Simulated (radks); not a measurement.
Results of a calculation; reference values are marked as such.
Ionisation of Ca, [Ar] 4s2, to Ca+, [Ar] 4s1, under several functionals. Scalar-relativistic Kohn-Sham, spin-polarised, spherical densities, point nucleus; open shells are filled with parallel spins first; a radial shooting solver on a logarithmic mesh with Libxc functionals.

\begin{tabular}{lrrrrrr}
functional & E(Ca) (hartree) & Exc (hartree) & IE (eV) & -e(HOMO) (eV) & <r> HOMO (bohr) & IE error (eV) \\ \hline
Wu-Cohen GGA & -679.99359 & -35.64193 & 5.980 & 3.766 & 4.005 & -0.133 \\
SOGGA & -679.33089 & -34.96098 & 5.941 & 3.695 & 4.029 & -0.172 \\
RPBE & -680.49212 & -36.15212 & 6.076 & 3.734 & 4.058 & -0.037 \\
exchange-only LDA & -677.11453 & -32.68874 & 5.152 & 3.043 & 4.095 & -0.961 \\
LDA (Slater exchange, VWN5 correlation) & -678.69847 & -34.31010 & 6.235 & 3.863 & 3.973 & +0.122 \\
LDA (Slater exchange, Perdew-Zunger correlation) & -678.68906 & -34.30021 & 6.255 & 3.869 & 3.972 & +0.142 \\
exchange-only B88 & -679.73121 & -35.37077 & 5.316 & 3.160 & 4.100 & -0.797 \\
XLYP & -680.73555 & -36.39915 & 6.134 & 3.632 & 4.002 & +0.021 \\
AM05 & -678.83790 & -34.45389 & 5.979 & 3.717 & 4.020 & -0.135 \\
HCTH/407 & -680.68803 & -36.38998 & 6.561 & 3.778 & 4.086 & +0.448 \\
\end{tabular}

NIST Atomic Spectra Database: 6.113 eV (measured). Closest: XLYP. The Delta-SCF values span 1.41 eV, the total energies 3.62 hartree. The highest occupied level is 4s.
